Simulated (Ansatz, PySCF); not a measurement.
Stretching the Ga1–H2 bond in CH5GaO (SMILES [CH3][GaH][OH]) (multiplicity 1 held, fragments rigid). Energies count from the point at 1.570 Å.
Geometry at that point (charge 0, multiplicity 1):
```xyz
8

Ga    -0.20388    -0.20088    -0.18795
H     -1.12407    -1.18157    -0.99864
C      0.23368     1.68485    -0.52350
H      0.71008     1.79959    -1.49874
H      0.90793     2.05497     0.24752
H     -0.67240     2.29333    -0.52679
O      0.58916    -0.88060     1.28534
H      0.38328    -1.80339     1.46126
```

Active spaces are followed from a long bond inwards. Left out are points that failed, MP2 points in a non-variational dive below the minimum, coupled-cluster points behind a sign of a changed root (a jump of the amplitudes, or a one-step jump against full CI or MRCI), small-basis points behind a change of solution, and semi-empirical points at long bonds. Curves can end on different states.

Cores are frozen in the correlated methods. Filled d and f shells under p-block atoms count as core. Rows in 3-21G, LANL2DZ carry no dispersion term and start afresh at each structure; the Pople sets are all-electron and without relativity. LANL2DZ brings its own core potentials from Na on.

Programs: Ansatz (Gaussian orbitals); PySCF for 3-21G rows, LANL2DZ rows. Values without a source in brackets are computed.

Energies in kcal/mol.

| R (Å) | R-HF/3-21G | R-B3LYP/LANL2DZ | FIC-NEVPT4(SD) on CASSCF(2,2)/cc-pVTZ | FIC-MRCISD+Q on CASSCF(2,2)/cc-pVTZ |
|---|---|---|---|---|
| 1.256 | 25.7 | 25.9 | 28.2 | 28.2 |
| 1.413 | 5.5 | 5.5 | 6.0 | 5.9 |
| 1.570 | 0.0 | 0.0 | 0.0 | 0.0 |
| 1.727 | 2.6 | 2.6 | 2.6 | 2.7 |
| 1.884 | 9.9 | 9.5 | 9.5 | 9.6 |
| 2.120 | 25.2 | 23.2 | 23.0 | 23.3 |
| 2.355 | 42.2 | 37.9 | 37.0 | 37.4 |
| 2.748 | 69.5 | 60.5 | 56.5 | 57.1 |
| 3.141 | 93.5 | 78.9 | 69.6 | 70.3 |
| 3.612 | 117.3 | 95.3 | 77.7 | 78.4 |
| 4.240 | 141.5 | left out | 81.3 | 82.0 |
| 5.025 | 161.6 | left out | 82.2 | 83.0 |

Doubts at one or more of the structures used: a restricted determinant that unrestricted orbitals would lower (R-HF/3-21G).

Ansatz is a program for electronic structure.
